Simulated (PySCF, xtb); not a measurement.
C3H10OSi2, SMILES C[Si](C)([SiH3])C=O. The values are those of a single conformer.

Harmonic wavenumbers (cm⁻¹) from GFN2-xTB run with xtb 6.7.1 at its own minimum, in rising order: 4, 34, 95, 101, 112, 114, 124, 164, 173, 350, 417, 430, 439, 625, 695, 732, 743, 771, 788, 800, 806, 815, 838, 845, 1365, 1367, 1373, 1476, 1477, 1484, 1490, 1726, 2222, 2226, 2254, 2655, 3020, 3025, 3030, 3033, 3040, 3044.

### Question
What does PBE-D3(BJ)/def2-SVP run with PySCF 2.14.0 give at its own minimum? (An estimate is asked for; the answer gives what the named calculation found.)

### Answer
56, 87, 101, 117, 129, 134, 147, 179, 189, 351, 410, 465, 477, 595, 651, 686, 743, 760, 770, 812, 836, 869, 902, 903, 1205, 1213, 1332, 1374, 1379, 1386, 1386, 1721, 2137, 2151, 2162, 2675, 2972, 2976, 3072, 3075, 3076, 3089. Paired by order, the mean absolute difference is 47 cm⁻¹ and the zero-point energies are 71.9 and 71.1 kcal/mol.
